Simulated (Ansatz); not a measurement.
Ansatz results at the PBE0-D4/def2-TZVP geometry: HOMO–LUMO gap (B3LYP/def2-TZVPP) 4.32 eV; LUMO energy (B3LYP/def2-TZVPP) -1.84 eV; HOMO energy (PBE0/def2-TZVPP) -6.35 eV.

Each molecule was computed in one conformer, which needn't be the lowest.

Q: Which molecule gave them?
A. `C[N]=[Nb]1234([Cl])([Cl])[C@H]5[C@@H]1[C@@H]2[C@@H]3[C@H]54`
B. `C[O][Ti]1234([F])([N](C)C)[C@@H]5[C@H]1[C@H]2[C@@]3([SiH3])[C@@H]54`
C. `C[N](C)[Ti]1234([Cl])([Cl])[C@@H]5[C@H]1[C@H]2[C@@]3([SiH3])[C@@H]54`
D. `C[C@@]12[C@H]3[C@H]4[C@H]5[C@@H]1[Zr]4532([OH])([Cl])[Cl]`

A: B. The others give `C[N](C)[Ti]1234([Cl])([Cl])[C@@H]5[C@H]1[C@H]2[C@@]3([SiH3])[C@@H]54`: 3.89, -2.60, -6.69; `C[C@@]12[C@H]3[C@H]4[C@H]5[C@@H]1[Zr]4532([OH])([Cl])[Cl]`: 5.52, -1.65, -7.40; `C[N]=[Nb]1234([Cl])([Cl])[C@H]5[C@@H]1[C@@H]2[C@@H]3[C@H]54`: 4.55, -2.34, -7.11.

B3LYP here is the variant with VWN-RPA as its local correlation; programs differ in this.
